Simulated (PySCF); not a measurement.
Dipole response of C²⁺ (carbon, charge +2)

[He] 2s2, closed-shell 1S. All numbers are calculated (PySCF 2.14, the non-relativistic Hamiltonian (point nucleus), in dyall-av3z (15s9p3d2f, 71 functions)). Coupled (time-dependent) response in atomic units; α is the mean over directions.

| method | mean α (bohr³) | C₆ (like pair) | S(−4) |
| --- | --- | --- | --- |
| UHF | 4.509 | 7.110 | 23.22 |
| PBE | 4.218 | 6.491 | 20.09 |
| PBE0 | 4.277 | 6.616 | 20.68 |
| B97-3 | 4.265 | 6.551 | 20.85 |
| PW91 | 4.237 | 6.521 | 20.36 |

S(−4) is the Cauchy moment in α(ω) = α(0) + S(−4) ω² + …

α(iu) at B97-3:

| u (hartree) | α(iu) (bohr³) |
| --- | --- |
| 0 | 4.265 |
| 0.0500 | 4.214 |
| 0.100 | 4.067 |
| 0.200 | 3.576 |
| 0.300 | 2.990 |
| 0.500 | 2.002 |
| 0.750 | 1.266 |
| 1.00 | 0.8674 |
| 1.50 | 0.4859 |
| 2.00 | 0.3148 |
| 3.00 | 0.1668 |
| 5.00 | 0.07324 |

A single London oscillator, α(iu) = α/(1 + u²/ω²), gives C₆ = (3/4) ω α². Matching the computed C₆ needs ω = 4 × 6.551 / (3 × 4.265²) = 0.480 hartree.

For an ion, C₆ is the dispersion term alone; charge-induced terms of lower order in 1/R come first.
